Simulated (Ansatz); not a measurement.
A made-up structure of AlBH4Se, singlet:

```xyz
7
angstrom
B -1.5487 0.3974 -0.5320
Al 0.3081 0.1310 0.4495
Se 1.8844 -1.2326 -0.5878
H 0.6707 1.4879 1.0306
H -1.7424 1.2829 -1.3165
H 0.7240 0.7797 1.8379
H 2.8596 -1.0313 0.4917
```

It is relaxed with PBE-D4/def2-SVP and then PBE0-D4/def2-TZVP (Ansatz 0.2.0). Atoms count as bonded within 1.22 times the sum of their covalent radii (H–H: 0.88 Å). The end point is not checked to be a true minimum.

(1) Does its bonding change? (A judgement: the text doesn't fix the answer.)

Results:

(1) The calculation gives: Yes. Formed: B1–H4; broken: Al2–H4.

Where it ends: The first stage lowers the energy by 4.19 eV in 18 steps. It ends as AlBH₄Se ([BH2][AlH][SeH]):
```json
{"atom": "B1", "x (Å)": "-0.7724", "y (Å)": "1.2779", "z (Å)": "-0.3552"}
{"atom": "Al2", "x (Å)": "0.6164", "y (Å)": "0.0791", "z (Å)": "0.7013"}
{"atom": "Se3", "x (Å)": "2.2097", "y (Å)": "-1.0684", "z (Å)": "-0.5497"}
{"atom": "H4", "x (Å)": "-0.5698", "y (Å)": "2.4347", "z (Å)": "-0.5963"}
{"atom": "H5", "x (Å)": "-1.8192", "y (Å)": "0.8522", "z (Å)": "-0.7556"}
{"atom": "H6", "x (Å)": "0.6713", "y (Å)": "-0.1071", "z (Å)": "2.2773"}
{"atom": "H7", "x (Å)": "2.8196", "y (Å)": "-1.6533", "z (Å)": "0.6515"}
```

Labels in which every atom is bracketed show which atoms are joined, not bond orders.

For scale, one of the runs: PBE0-D4/def2-TZVP relaxation, 140 basis functions, launched by `ansatz run in.yaml --threads 2 --pin off --events-out ev --progress --plain --max-ram 4352MiB`. Hardware: 2 CPU threads of an Intel Xeon 6975P-C, shared host. Wall time about 17 s.
